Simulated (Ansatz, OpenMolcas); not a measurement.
## CH5FOSi (SMILES C[SiH](O)F): methods side by side

The species is CH5FOSi (9 atoms), meant as a singlet with charge 0. SMILES: `C[SiH](O)F`. Geometry: relaxed at PBE0-D4/def2-TZVP. This is one conformer, not always the lowest.

Quantity: the vertical energy of the triplet above the singlet, in eV. The values are calculated.

```tsv
level	kind	program	value (eV)
HF/def2-SVP	Hartree–Fock	OpenMolcas	7.87
SVWN5/def2-SVP	LDA	Ansatz	7.68
BLYP/def2-SVP	GGA	OpenMolcas	7.63
r2SCAN/def2-SVP	meta-GGA	OpenMolcas	8.03
PBE0/def2-SVP	global hybrid	Ansatz	8.20
CAM-B3LYP/def2-SVP	range-separated hybrid	Ansatz	8.42
B2PLYP/def2-SVP	double hybrid	Ansatz	8.54
PBE-QIDH/def2-SVP	double hybrid	Ansatz	8.66
```

The values span 7.63 to 8.66 eV. A triplet this far above the singlet is often a Rydberg-like or dissociative state; sets without diffuse functions put Rydberg states too high.
